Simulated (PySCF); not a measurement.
**Correlation energy of Mn (manganese, neutral)**

Starting occupation: [Ar] 3d5 4s2, 3d3/2 with m_j = -3/2, -1/2, +1/2, +3/2, 3d5/2 with m_j = +5/2. Calculation: PySCF 2.14, in x2c-QZVPPall-2c (11s9p5d4f2g, 109 functions); X2C-1e with screened-nucleus spin-orbit coupling, Gaussian nucleus. Frozen: [Ne]; 15 electrons correlated; the 8 highest virtual spinors left out.

MP2 pair energies summed by pair of shells (mhartree):

```
 pair   energy  share (%)
3d-3p  -184.44       37.5
3p-3p   -86.92       17.7
3d-3d   -75.34       15.3
3p-3s   -37.81        7.7
3d-3s   -32.20        6.6
3d-4s   -29.62        6.0
4s-4s   -22.08        4.5
3p-4s   -16.44        3.3
3s-3s    -5.10        1.0
3s-4s    -1.24        0.3
```

Total MP2 correlation energy: -491.19 mhartree.

The GHF reference relaxed away from the jj start to a determinant that is no pure jj level (⟨S²⟩ = 8.77, ⟨J²⟩ = 8.77); the energies belong to that determinant.

This basis was not built for core-valence correlation, so the inner-shell part is incomplete.
